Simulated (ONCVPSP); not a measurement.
**Ranking ONCV potentials for chlorine (Cl)**

All share these settings but for the change named:

chlorine, optimised norm-conserving Vanderbilt (ONCV), made with ONCVPSP 4.0.1 (LDA (Perdew-Zunger), scalar-relativistic). Core [Ne], reference 3s2 3p5. Waves: 3s: rc 1.30 bohr, ncon 4, nbas 9, qcut 3.9 1/bohr, 2 projectors, debl 0.8 Ha; 3p: rc 1.30 bohr, ncon 3, nbas 6, qcut 7.3 1/bohr, 2 projectors, debl 2.6 Ha; d scattering state at 0.08 Ha: rc 1.30 bohr, ncon 5, nbas 10, qcut 8.5 1/bohr, 1 projector. Local part: polynomial inside 1.10 bohr (lpopt 3, dvloc0 0 Ha). Core correction: polynomial model core, fcfact 0.3.

Test errors are all-electron minus pseudo excitation energies from the reference, over 3s2 3p4; 3s2 3p3; 3s2 3p2; 3s1 3p6. None of these files shows a bound ghost.

The base gives 64.8 meV.

Of 10 variants that were run, those that failed, showed a ghost or another fault, or gave nearly equal values are left out.

A variant can come out equal or close to the base, since the largest error may sit in a test that the change hardly touches while other tests move.

(1) Rank these variants by their largest absolute test error, smallest first.
A. all radii but the core radius scaled by about 1.12 (s 1.46, p 1.46, d 1.46 bohr); local potential polynomial inside 1.24 bohr (lpopt 3, dvloc0 0 Ha)
B. all radii but the core radius scaled by about 0.83 (s 1.08, p 1.08, d 1.08 bohr); local potential polynomial inside 0.90 bohr (lpopt 3, dvloc0 0 Ha)
C. all radii but the core radius scaled by about 1.31 (s 1.70, p 1.70, d 1.70 bohr); local potential polynomial inside 1.44 bohr (lpopt 3, dvloc0 0 Ha)
D. all radii but the core radius scaled by about 0.91 (s 1.18, p 1.18, d 1.18 bohr); local potential polynomial inside 1.00 bohr (lpopt 3, dvloc0 0 Ha)
E. all radii but the core radius scaled by about 1.03 (s 1.34, p 1.34, d 1.34 bohr); local potential polynomial inside 1.14 bohr (lpopt 3, dvloc0 0 Ha)

## Answers

(1) B (43.8 meV), D (54.4 meV), E (68.3 meV), A (77.6 meV), C (97.4 meV).
